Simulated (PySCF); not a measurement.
CrO2F2, SMILES [O]=[Cr](=[O])([F])[F], multiplicity 1. Heavy atoms are numbered as in [Cr:1](=[O:2])(=[O:3])([F:4])[F:5].

Geometry optimised at B3LYP-D3(BJ)/def2-SVP. The multiplicity is an assumed one; other spin states were not compared. The isomer is the one that the SMILES or the coordinates give; other isomers of the formula were not compared.

These are PBE/def2-TZVP run with PySCF values and carry that method's errors.

ESP charges are fitted to the potential on shells at 1.4 to 2.0 van der Waals radii. Atomic charges (e), one atom of each kind:

| atom | Löwdin | meta-Löwdin | ESP fit |
|---|---|---|---|
| Cr1 | 0.38 | … | 0.97 |
| O2 | -0.08 | … | -0.26 |
| F4 | -0.11 | … | -0.23 |

Fill in the missing entries. (An estimate is asked for; the answer gives what the named calculation found.)


- Cr1, meta-Löwdin: 1.39
- O2, meta-Löwdin: -0.31
- F4, meta-Löwdin: -0.38
